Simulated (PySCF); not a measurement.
## Nickel: a sound run and one with changed settings

Sound run: Ni [Ar] 3d8 4s2, Ni+ [Ar] 3d9. All numbers are calculated (PySCF 2.14, no relativity, point nucleus, in aug-cc-pVDZ). The sound run starts from symmetry-adapted Hartree-Fock orbitals and uses a fine grid where one is needed.

Changed run: 6 angular points. This setting is unsound on purpose.

```tsv
species	method	sound run (hartree)	changed run (hartree)	converged
Ni	UHF	-1506.87637	-1506.87637	yes
Ni	TPSS	-1508.31763	-1509.88692	yes
Ni	MN15	-1508.46604	-1507.69509	yes
Ni+	UHF	-1506.59446	-1506.59446	yes
Ni+	TPSS	-1508.05401	-1512.74711	yes
Ni+	MN15	-1508.23326	-1507.99772	yes
```

Ionisation energy of Ni:

```csv
method,sound run (eV),changed run (eV)
UHF,7.671,7.671
MN15,6.334,-8.235
```

A coarse angular grid integrates products of high-l functions wrongly, so density functionals can shift, and the SCF can exploit the error; Hartree-Fock and MP2 need no grid. A negative ionisation energy or a positive MP2 energy shows that the occupation asked for is not the lowest one in this basis.

For comparison, NIST gives 7.640 eV between the lowest levels.
